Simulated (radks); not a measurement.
Initial-state core-level shifts of neutral manganese when its valence configuration changes from [Ar] 3d5 4s2. Method: scalar-relativistic Kohn-Sham, PBE, spin-polarised, spherical densities, point nucleus; open shells are filled with parallel spins first; computed with a radial shooting solver on a logarithmic mesh with Libxc functionals. Shifts are changes of the shell-averaged eigenvalues in eV (positive: less bound).

| valence | 1s | 2s | 2p | 3p |
|---|---|---|---|---|
| 3d4.5 4s2 4p0.5 | -3.762 | -4.153 | -4.116 | -3.592 |
| 3d5 4s1.5 4p0.5 | -0.719 | -0.716 | -0.715 | -0.695 |
| 3d4.5 4s1 4p1.5 | -4.871 | -5.274 | -5.233 | -4.659 |
| 3d4 4s2 4p1 | -7.790 | -8.651 | -8.571 | -7.337 |
| 3d4 4s1.5 4p1.5 | -8.328 | -9.193 | -9.111 | -7.852 |
| 3d3 4s2 4p2 | -16.599 | -18.609 | -18.429 | -15.207 |
| 3d6 4s1 | +3.832 | +4.310 | +4.265 | +3.830 |
| 3d5 4s1 4p1 | -1.280 | -1.283 | -1.281 | -1.238 |
